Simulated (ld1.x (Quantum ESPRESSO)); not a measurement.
## Before and after: TM potential for selenium (Se)

Se, norm-conserving Troullier–Martins (Kleinman–Bylander form), made with ld1.x (Quantum ESPRESSO) 7.5 (PBE, scalar-relativistic). Core [Ar] 3d10, reference 4s2 4p3.5 (charge +0.5). Waves: 4s (bound): rc 1.65 bohr; 4d channel at -0.15 Ry: rc 1.50 bohr; 4p (bound): rc 1.60 bohr. Local part: the p channel. Core correction: Bessel-smoothed model core inside 1.15 bohr.

All-electron outer shells of the reference configuration (PBE, scalar-relativistic, ld1.x):

```tsv
shell	level (eV)	outermost node (bohr)	outermost maximum (bohr)
4s	-21.90	0.70	1.51
4p	-10.79	0.74	1.77
```

Change: wave 4s (bound): rc 1.65 bohr becomes 4s (bound): rc 2.20 bohr.

Cutoffs: the cutoffs (Ry, on a coarse ladder) from which the occupation-weighted sum of valence levels, in a spherical-Bessel basis at the reference potential, stays within 10 and 1 mRy of its value at 400 Ry; they do not see the model core or the augmentation charge, which bear on the density cutoff. Errors are all-electron minus pseudo energies relative to the spin-unpolarised reference configuration.

Question: What does the change do?

Answer: The potential gets softer (40 Ry and 55 Ry → 25 Ry and 45 Ry); both files keep a bound ghost (d); of the 7 tests that both files solve, the error grows in 3 and shrinks in 3 by more than 15 % and 0.3 meV (median size 7.0 → 3.4 meV). A larger radius leaves more room for a smooth pseudo-wave, so fewer plane waves are needed.

```csv
quantity,base,changed
"cutoff, loose",40 Ry,25 Ry
"cutoff, tight",55 Ry,45 Ry
loose cutoff by channel (10 mRy a level),"s 21 Ry, p 15 Ry","s 12 Ry, p 15 Ry"
bound ghosts,d,d
"error for 4s2 4p4, meV [ΔE -4.31 eV]",+0.6,+0.8
"error for 4s2 4p3, meV [ΔE 6.54 eV]",-1.3,-0.8
"error for 4s2 4p2, meV [ΔE 26.88 eV]",-12,-3.4
"error for 4s1 4p5, meV [ΔE 6.57 eV]",-7.0,-37
"error for 4s2 4p0, meV [ΔE 99.94 eV]",-174,-43
"error for 4s2 4p4.3, meV [ΔE -5.90 eV]",+0.9,+1.3
"error for 4s0 4p6, meV [ΔE 17.65 eV]",-29,-159
```

 A true bound ghost makes a file unfit for plane-wave use even where its test errors are small: the radial tests pick states by their node count and pass the ghost by.
